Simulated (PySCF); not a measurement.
Assignment exercise: C$_{5}$H$_{11}$NO$_{2}$Si

Geometry (Å), atoms numbered from 1 in this order:
```xyz
20

C    -2.217   -1.259    0.752
C    -1.103   -1.030    0.061
Si   -1.068    0.091   -1.474
N    -1.247    1.771   -1.136
C     0.142   -1.642    0.532
O     0.220   -2.746    1.024
C     1.390   -0.799    0.314
O     1.042    0.543    0.095
C     2.123    1.331   -0.337
H    -2.209   -1.852    1.655
H    -3.167   -0.847    0.453
H     0.116   -0.147   -2.302
H    -2.260   -0.277   -2.250
H    -2.152    2.195   -1.251
H    -0.778    2.153   -0.331
H     2.058   -0.901    1.182
H     1.915   -1.216   -0.562
H     2.908    1.372    0.426
H     2.551    0.941   -1.268
H     1.732    2.331   -0.516
```

Non-relativistic, equivalent nuclei averaged, no solvent model, one conformer. GFN2-xTB structure; GIAO PBE0/pcSseg-1 shieldings; PySCF 2.14.0 with density-fitted response routines.

Referencing at the same level of theory: ¹³C (σ = 186.93 ppm), ¹H (σ = 31.72 ppm) against TMS.

Q: Assign these signals to the numbered atoms. ¹³C{¹H} NMR (computed): δ 208.3 (C), 160.7 (C), 146.6 (CH2), 81.8 (CH2), 59.9 (CH3).

A: 
208.3 → C5, ketone carbonyl carbon: the double bond to the heteroatom, with no lone-pair donor beside it, deshields it most
160.7 → C2, α carbon of a C=C–C=O unit: as expected for a trigonal carbon in a double bond
146.6 → C1, β carbon of a C=C–C=O unit: conjugation with the carbonyl draws π density from the β position
81.8 → C7, sp3 CH2 bonded to O, α to a carbonyl: the inductive effect lowers its shielding
59.9 → C9, methyl carbon bonded to O: the inductive effect lowers its shielding

Q: Assign these signals to the numbered atoms. ¹H NMR (400 MHz, computed): δ 7.00 (br s, 1H), 6.04 (br s, 1H), 4.66 (s, 2H), 4.05 (s, 2H), 3.61 (s, 3H), 0.48 (br s, 2H).

A: 
| δ (ppm) | atoms | environment | reason |
| --- | --- | --- | --- |
| 7.00 | H10 | hydrogen on a β carbon of a C=C–C=O unit | olefinic region |
| 6.04 | H11 | hydrogen on a β carbon of a C=C–C=O unit | – |
| 4.66 | H12/H13 | hydrogen on a silicon bonded to C, N | – |
| 4.05 | H16/H17 | hydrogen on an sp3 CH2 bonded to O, α to a carbonyl | its carbon carries O, which withdraws density |
| 3.61 | H18/H19/H20 | hydrogen on a methyl carbon bonded to O | its carbon carries O, hence the downfield position |
| 0.48 | H14/H15 | hydrogen on a nitrogen bonded to Si | exchangeable, gas-phase position |

OH and NH positions are those of a molecule without intermolecular hydrogen bonds; in solution they move with solvent, concentration and temperature, and exchange usually removes their couplings. Shifts are as computed. Against solution values, carbons near 30 ppm lie about +3 ppm off and those near 130 ppm about +5 ppm. Of 1309 compounds with measured shifts, 239 miss one by over three times the rms of a fit or turn the order of signals round; such compounds aren't used in these exercises. Multiplicities follow the n + 1 count of equivalent neighbours, as no J values were calculated; m marks all less simple cases, F and P coupling included.
